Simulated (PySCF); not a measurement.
C2Br2F2.

```xyz
6

F      0.0000     1.3289     2.0113
C      0.0000     0.6713     0.8585
Br     0.0000     1.7624    -0.6644
C      0.0000    -0.6713     0.8585
F      0.0000    -1.3289     2.0113
Br     0.0000    -1.7624    -0.6644
```
Charge 0, spin multiplicity 1.

Coordinates come from a B3LYP-D3(BJ)/def2-SVP optimisation.

Level of theory: PBE0/pcSseg-1 run with PySCF. Non-relativistic, no solvent.

Computed absolute GIAO shielding of each atom: isotropic value and principal components (ppm):
| atom | σ(iso) | σ11 | σ22 | σ33 | span |
|---|---|---|---|---|---|
| F1 | 267.2 | 223.5 | 249.4 | 328.6 | 105.1 |
| C2 | 29.1 | -30.4 | 48.9 | 68.9 | 99.3 |
| Br3 | 1992.5 | 1462.9 | 1692.3 | 2822.2 | 1359.2 |
| C4 | 29.1 | -30.4 | 48.9 | 68.9 | 99.3 |
| F5 | 267.2 | 223.5 | 249.4 | 328.6 | 105.1 |
| Br6 | 1992.5 | 1462.9 | 1692.3 | 2822.2 | 1359.2 |
